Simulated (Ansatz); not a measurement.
System: C5H7, net charge -1, singlet state. It need not be the lowest isomer of its formula. Whether it binds its extra electron was not tested at this geometry. 
Coordinates optimised at B3LYP-D3(BJ)/def2-TZVP (Ansatz, a first-principles code):
SMILES: [CH-]=C/C=C\C
```xyz
12

C      2.5188    -0.2574     0.2166
C      1.1576    -0.3714     0.2079
C      0.2024     0.6198    -0.2587
C     -1.1476     0.5856    -0.3002
C     -2.0153    -0.5530     0.1542
H      2.7636     0.7508    -0.2070
H      0.7052    -1.2968     0.5866
H      0.6741     1.5304    -0.6313
H     -1.6756     1.4515    -0.6955
H     -2.7114    -0.2493     0.9481
H     -2.6340    -0.9515    -0.6618
H     -1.4168    -1.3767     0.5421
```
Charge -1, spin multiplicity 1.

Parts of the frozen-core correlation energy in 6-31G* (Ansatz, hartree). Frozen orbitals: 5; correlated occupied orbitals by spin: 14 and 14; virtual: 70 and 70. Spin-orbit coupling is left out. No relativistic terms. The restricted reference is unstable.

```csv
term,value
reference (HF),-193.27161
MP2 opposite-spin,-0.48020
MP2 same-spin,-0.15589
CCSD correlation,-0.68730
(T),-0.02689
T1 diagnostic,0.015
largest doubles amplitude,0.095
```
